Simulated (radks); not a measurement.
Results of a calculation; reference values are marked as such.
Question: All-electron atom: Ta5+ in [Xe] 4f14. Level of theory: Dirac Kohn-Sham, PBE, spin-unpolarised, spherical densities, point nucleus (a radial shooting solver on a logarithmic mesh with Libxc functionals).

Spin-orbit splittings of the eigenvalues, e(l+1/2) - e(l-1/2), with zeta = 2 splitting/(2l+1) and mean radii in bohr:

| shell | occ. | splitting (eV) | zeta (eV) | <r> j=l-1/2 | <r> j=l+1/2 |
|---|---|---|---|---|---|
| 2p | 6 | ? | ? | 0.06487 | 0.07271 |
| 3p | 6 | 273.5 | 182.3 | 0.1942 | 0.2088 |
| 3d | 10 | 59.57 | 23.83 | 0.1829 | 0.1874 |
| 4p | 6 | 62.95 | 41.96 | 0.4645 | 0.4976 |
| 4d | 10 | 11.56 | 4.624 | 0.5165 | 0.5280 |
| 4f | 14 | 1.998 | 0.5708 | 0.6266 | 0.6364 |
| 5p | 6 | 9.428 | 6.285 | 1.184 | 1.272 |

Estimate the 2p splitting.

Answer: 1270 eV (zeta = 846.9 eV).
